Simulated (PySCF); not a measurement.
Which level of theory gave which numbers?

HBr.
SMILES with atom numbers: `[BrH:1]` (hydrogens: H2 on Br1)

The closed-shell ground state was solved 7 times with PySCF (density fitting, gas phase), always in the def2-SVPD basis (49 functions), with these functionals: B3LYP, BHandHLYP, CAM-B3LYP, LC-wPBE, PBE, PBE0 and wB97X-D. Isolated species at its PBE0-D3(BJ)/def2-SVP geometry, gas phase. The calculation is non-relativistic and has no spin–orbit coupling, an omission that weighs most on bromine.

| row | total energy (Eh) | HOMO (eV) | LUMO (eV) | dipole (D) |
| --- | --- | --- | --- | --- |
| P | -2574.0595 | -7.47 | -1.33 | 0.83 |
| Q | -2574.4794 | -8.53 | -0.77 | 0.84 |
| R | -2574.5093 | -10.73 | 1.32 | 0.90 |
| S | -2574.1496 | -8.80 | -0.43 | 0.89 |
| T | -2574.0968 | -11.61 | 1.65 | 0.94 |
| U | -2574.4381 | -9.96 | 0.28 | 0.90 |
| V | -2574.5734 | -10.16 | 0.42 | 0.89 |

Problem. Which functional belongs to which row?

Solution. P = PBE, Q = B3LYP, R = wB97X-D, S = PBE0, T = LC-wPBE, U = BHandHLYP, V = CAM-B3LYP. By rising HOMO–LUMO gap: PBE (GGA) 6.14 eV; B3LYP (global hybrid, 20 % exact exchange) 7.76 eV; PBE0 (global hybrid, 25 % exact exchange) 8.37 eV; BHandHLYP (global hybrid, 50 % exact exchange) 10.24 eV; CAM-B3LYP (range-separated hybrid) 10.58 eV; wB97X-D (range-separated hybrid) 12.05 eV; LC-wPBE (range-separated hybrid) 13.26 eV. Total energies of different functionals aren't bounds to one another; each is stationary for its own functional.

The pairwise dispersion term of wB97X-D wasn't added to the energies; at a given geometry it leaves orbitals and properties as they are.
